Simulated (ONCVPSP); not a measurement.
**Transferability test, ONCV potential for B**

```json
{
  "Element": "B",
  "Generator": "ONCVPSP 4.0.1",
  "Type": "optimised norm-conserving Vanderbilt (ONCV)",
  "Functional": "PBEsol",
  "Relativity": "scalar-relativistic",
  "Frozen core": "[He]",
  "Valence charge": "3",
  "Reference configuration": "2s2 2p1",
  "Partial waves": "2s: rc 1.30 bohr, ncon 4, nbas 9, qcut 6.5 1/bohr, 1 projector; 2p: rc 3.15 bohr, ncon 4, nbas 7, qcut 4.9 1/bohr, 2 projectors, debl 1.7 Ha; d scattering state at 0.11 Ha: rc 3.40 bohr, ncon 3, nbas 7, qcut 2.8 1/bohr, 2 projectors, debl 2.8 Ha",
  "Local potential": "polynomial inside 0.90 bohr (lpopt 5, dvloc0 4 Ha)",
  "Core correction": "Teter function, parameters optimised by the program"
}
```

Energies are relative to the spin-unpolarised reference configuration 2s2 2p1; without spin polarisation the order of configurations can differ from experiment.

```
valence configuration  charge  ΔE all-electron (eV)  error AE − PS (meV)
              2s2 2p0      +1                 8.139                  +78
              2s1 2p1      +1                14.264                  -32
```

Problem. What are ΔE and the potential's error for 2s1 2p0?

Solution. ΔE = 33.401 eV all-electron; the error (AE − PS) is +233 meV.

Problem. What are ΔE and the potential's error for 2s2 2p0.5?

Solution. ΔE = 2.855 eV all-electron; the error (AE − PS) is +12 meV.
